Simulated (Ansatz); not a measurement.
A nudged elastic band was laid between two geometries of BGeH6N (9 atoms, charge 0, multiplicity 1).

Level of theory: RKS B3LYP/def2-SVP in Ansatz 0.2.0.

```json
{
 "movable images": "9",
 "climbing image": "yes",
 "spring": "5.0 eV/Å²",
 "optimiser": "quadratic models (default)",
 "start path": "through a guess of the saddle point",
 "force threshold": "0.5 eV/Å",
 "iteration limit": "20",
 "end points": "relaxed"
}
```

Initial state:

```xyz
9
Properties=species:S:1:pos:R:3
N -0.801 0.768 -1.237
B 0.069 0.820 -0.156
Ge 0.543 -0.895 0.916
H -1.249 -0.082 -1.565
H -1.054 1.587 -1.781
H 0.543 1.890 0.145
H 2.062 -1.198 0.893
H -0.171 -2.157 0.359
H 0.147 -0.779 2.408
```

Final state:

```xyz
9
Properties=species:S:1:pos:R:3
N -0.984 1.022 -0.860
B 0.284 0.521 -0.598
Ge 0.576 -0.941 0.847
H -1.824 0.717 -0.378
H -1.163 1.738 -1.557
H 1.214 0.961 -1.234
H 1.531 -0.469 1.971
H 1.204 -2.228 0.257
H -0.749 -1.366 1.536
```

**Question.** What changes between the two ends?

**Answer.** No bond is made or broken. The dihedral N1–B2–Ge3–H9 goes from -120 to 0°. The two ends are copies of one structure, up to a mirror image or an exchange of like atoms.

**Question.** Give the energies along the band, and the barrier.

**Answer.** The forces met the threshold. The highest image is number 5 of 0 to 10, 0.042 eV above the ends, which have the same energy within 2 meV. The threshold of 0.5 eV/Å is loose, so the images may lie well off the minimum-energy path. The order of the stationary point at the top wasn't checked.

```
image  path coordinate (Å)  energy (eV)  dihedral N1–B2–Ge3–H9 (°)
    0                 0.00        0.000                       -120
    1                 0.37        0.004                       -108
    2                 0.74        0.013                        -95
    3                 1.10        0.026                        -83
    4                 1.47        0.036                        -71
    5                 1.84        0.042                        -59
    6                 2.20        0.034                        -47
    7                 2.57        0.023                        -35
    8                 2.93        0.013                        -23
    9                 3.30        0.004                        -12
   10                 3.66        0.000                          0
```

**Question.** What is the geometry of the highest image?

**Answer.** 
```xyz
9
Properties=species:S:1:pos:R:3
N -0.973 0.882 -1.053
B 0.234 0.712 -0.377
Ge 0.577 -0.915 0.887
H -1.749 0.234 -0.952
H -1.134 1.652 -1.686
H 1.105 1.532 -0.548
H 1.994 -0.872 1.499
H 0.465 -2.277 0.151
H -0.430 -0.994 2.062
```

The band took 5 iterations and roughly 7 core-minutes.

Time of the run: 7.5 min on 1 thread of Intel(R) Xeon(R) Processor @ 2.50GHz (Skylake/Cascade Lake) (shared host), peak memory 0.19 GiB.
